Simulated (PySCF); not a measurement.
Si(CCH)2(Me)(OH) (C₅H₆OSi), SMILES C#C[Si](C)(O)C#C. Atoms are numbered in the order given.

```xyz
13

C     -0.1761     1.4416     2.4634
C     -0.0777     0.7367     1.4760
Si     0.0677    -0.3520     0.0000
C     -1.2431    -1.6603     0.0000
O      1.5375    -1.1277     0.0000
C     -0.0777     0.7367    -1.4760
C     -0.1761     1.4416    -2.4634
H     -0.2640     2.0664     3.3348
H     -1.1452    -2.2943     0.8939
H     -1.1452    -2.2943    -0.8939
H     -2.2443    -1.2045     0.0000
H      2.3189    -0.5669     0.0000
H     -0.2640     2.0664    -3.3348
```

Geometry: PBE0-D3(BJ)/def2-SVP. The values are those of a single conformer.

Calculation: HF/pcSseg-1 (PySCF).

GIAO shieldings, no solvent; atoms alike by connectivity are averaged. δ = σ(ref) − σ: ¹³C against TMS (σ = 192.6 ppm); ²⁹Si against TMS (σ = 393.8 ppm); ¹⁷O against H2O (σ = 333.0 ppm); ¹H against TMS (σ = 31.99 ppm), references at their B3LYP-D3(BJ)/def2-TZVP geometries, non-relativistic.

Computed chemical shifts:
| nucleus | atoms | count | δ (ppm) |
|---|---|---|---|
| ¹³C | C1, C7 | 2 | 108.4 |
| ¹³C | C2, C6 | 2 | 89.1 |
| ¹³C | C4 | 1 | 2.5 |
| ²⁹Si | Si3 | 1 | -38.6 |
| ¹⁷O | O5 | 1 | 37.0 |
| ¹H | H8, H13 | 2 | 3.04 |
| ¹H | H12 | 1 | 2.12 |
| ¹H | H9, H10, H11 | 3 | 0.72 |
